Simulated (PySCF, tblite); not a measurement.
A set of runs on `N([SiH2][GeH2][NH2])(C)C`; the geometry of each is named by its level. Settings lines and outputs come from a driver script.

C2H12GeN2Si.
Bonds: C1–N2, N2–C3, N2–Si4, Si4–Ge5, Ge5–N6. Hydrogens: H7, H8, H9 on C1; H10, H11, H12 on C3; H13, H14 on Si4; H15, H16 on Ge5; H17, H18 on N6.

Step 1: GFN2-xTB geometry optimisation, gas phase (tblite 0.8.0) (from a force-field or distance-geometry start)
```json
{"job": {"kind": "relax", "xc": "GFN2-xTB", "basis": "xTB"}, "charge": 0, "multiplicity": 1}
```
```
step      E/eV     max force
  0    -541.22691    2.039
  1    -541.39648    0.910
  2    -541.48528    0.713
...
154    -542.19840    0.014
155    -542.19843    0.011
156    -542.19846    0.011
157    -542.19849    0.012
158    -542.19851    0.010
```

Energy lowered by 22.4 kcal/mol over 158 steps; largest atomic force 0.010 eV/Å at the end. «max force» is the largest atomic force in eV/Å.

The run took 4.2 s wall, 3.6 s CPU on one thread, Intel Xeon at 2.50 GHz (x86_64), shared host with 64 logical CPUs at a one-minute load of 56.

Step 2: GFN2-xTB harmonic vibrations, gas phase (tblite 0.8.0) (on the GFN2-xTB geometry)
```json
{"job": {"kind": "ir", "xc": "GFN2-xTB", "basis": "xTB"}, "charge": 0, "multiplicity": 1}
```
```
(table of modes left out)
```

48 modes from 36 to 3448 cm⁻¹ (unscaled, harmonic); zero-point energy 85.3 kcal/mol; all wavenumbers are real at this level.

The run took 2.1 s wall on one thread, Intel Xeon at 2.50 GHz (x86_64), on a shared host.

Step 3: TDDFT CAM-B3LYP/def2-SVPD, vertical, gas phase, core orbitals frozen in the response (PySCF 2.14.0, density-fitted response routines) (on the GFN2-xTB geometry)
```json
{"job": {"kind": "uv", "xc": "CAM-B3LYP", "basis": "def2-SVPD", "nstates": 8, "ntriplets": 3}, "charge": 0, "multiplicity": 1}
```
```
...
Static polarisability (au): isotropic 100.146, principal 84.574 98.759 117.104
Singlet excitations
state   eV       nm        f      main configurations
  1   5.3641    231.1   0.00818   H->L 0.79, H->L+1 0.14
  2   5.6490    219.5   0.00594   H-1->L 0.90
  3   6.2786    197.5   0.01946   H->L+1 0.74, H->L 0.10, H->L+6 0.09
  4   6.4279    192.9   0.01838   H->L+2 0.70, H->L+3 0.14
  5   6.8060    182.2   0.01760   H->L+3 0.53, H->L+4 0.37
  6   6.9796    177.6   0.00459   H->L+4 0.41, H->L+3 0.27, H->L+2 0.17
  7   6.9971    177.2   0.01259   H-2->L 0.39, H-1->L+2 0.19, H-1->L+1 0.19
  8   7.0479    175.9   0.04540   H-1->L+2 0.37, H-1->L+1 0.28, H-1->L+3 0.15
Triplet excitations (Tamm-Dancoff, eV): 5.1665 5.3275 6.1012
```

HOMO -7.79 eV, LUMO 0.56 eV; lowest singlet 5.36 eV; lowest triplet 5.17 eV (Tamm–Dancoff); mean polarisability 100.1 au.

The run took 1.7 min wall (grids of density and orbitals included) on one thread, Intel Xeon at 2.70 GHz (x86_64), shared host with 64 logical CPUs at a one-minute load of 62, and the process peaked at 1.1 GiB of memory.

Geometry of the electronic-property runs (GFN2-xTB):
```
atom  x, y, z in Å
C1    -1.584    1.168    0.222
N2    -1.262   -0.124   -0.328
C3    -2.430   -0.936   -0.541
Si4    0.262   -0.884   -0.115
Ge5    1.947    0.717   -0.105
N6     3.505   -0.225   -0.189
H7    -2.075    1.083    1.199
H8    -0.677    1.759    0.339
H9    -2.262    1.698   -0.453
H10   -2.933   -1.181    0.402
H11   -2.142   -1.864   -1.027
H12   -3.142   -0.406   -1.180
H13    0.382   -1.734    1.088
H14    0.376   -1.796   -1.264
H15    2.160    1.530    1.158
H16    1.925    1.819   -1.173
H17    3.572   -0.921   -0.917
H18    4.367    0.302   -0.188
```

 (This holds for the electronic-property runs.)

One conformer stands for the species.
